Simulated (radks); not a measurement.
The nuclear charge of neutral phosphorus is varied continuously with 15 electrons held in [Ne] 3s2 3p3. Calculated with a radial shooting solver on a logarithmic mesh with Libxc functionals: Dirac Kohn-Sham, PBE, spin-unpolarised, spherical densities, finite nucleus; open shells fill j = l - 1/2 first; Fermi nuclear charge, rms radius 3.1889 fm. By the Hellmann-Feynman theorem dE/dZ = E(electron-nucleus)/Z, the electronic potential at the nucleus (averaged over a nucleus of fixed radius).

Z      E (hartree)  E(electron-nucleus)/Z (hartree)   HOMO  e(HOMO) (eV)  <r> HOMO (bohr)
14.75   -328.45683                         -53.2044  3p3/2        -3.283            2.558
15      -341.90447                         -54.3762  3p3/2        -5.477            2.377
15.25   -355.64477                         -55.5459  3p3/2        -7.934            2.229
15.5    -369.67727                         -56.7139  3p3/2       -10.638            2.103
15.75   -384.00165                         -57.8809  3p3/2       -13.578            1.994
16      -398.61765                         -59.0470  3p3/2       -16.746            1.898

The central difference of E at Z = 15 is -54.376 hartree, to compare with the third column; the second derivative is -4.68 hartree.
